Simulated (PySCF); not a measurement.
# Heteronuclear NMR

Structure with atom numbers: `[SiH3:1][O:2][C:3]([SiH3:4])([SiH3:5])[SiH3:6]` (H(Xn): hydrogen on atom n).

Non-relativistic Hamiltonian, no solvent, rapidly exchanging positions averaged, one conformer. NMR shieldings at PBE0/pcSseg-1/GIAO; structure optimised with GFN2-xTB; PySCF.

(1) Where does $^{29}$Si resonate?

(2) Where does $^{17}$O resonate?

Answers

(1) 
```csv
atoms,environment,σ (ppm),δ (ppm)
Si1,"silicon bonded to O, 3 H",393.3,-43.3
Si4/Si5/Si6,"silicon bonded to C, 3 H",415.3,-61.4
```

Shieldings were converted by a linear fit to measured shifts: $^{29}$Si: δ = 279.94 − 0.822σ (rms 8.9 ppm, 72 shifts, 25.8 ppm with the 6 outliers that the fit left out vs TMS, solution or neat liquid). A few per cent of atoms miss by over 2 rms, more outside the fitted compound classes.

On a 400 MHz spectrometer $^{29}$Si resonates near 79.5 MHz, so 1 ppm is 79.5 Hz.

(2) 
```csv
atoms,environment,σ (ppm),δ (ppm)
O2,"oxygen bonded to C, Si",342.2,-45.0
```

Shieldings were converted by a linear fit to measured shifts: $^{17}$O (scatter 10.7 ppm rms, 12.2 ppm with the 3 outliers that the fit left out vs liquid water, solution or neat liquid). A few per cent of atoms miss by over 2 rms, more outside the fitted compound classes.

On a 300 MHz spectrometer $^{17}$O resonates near 40.7 MHz, so 1 ppm is 40.7 Hz.
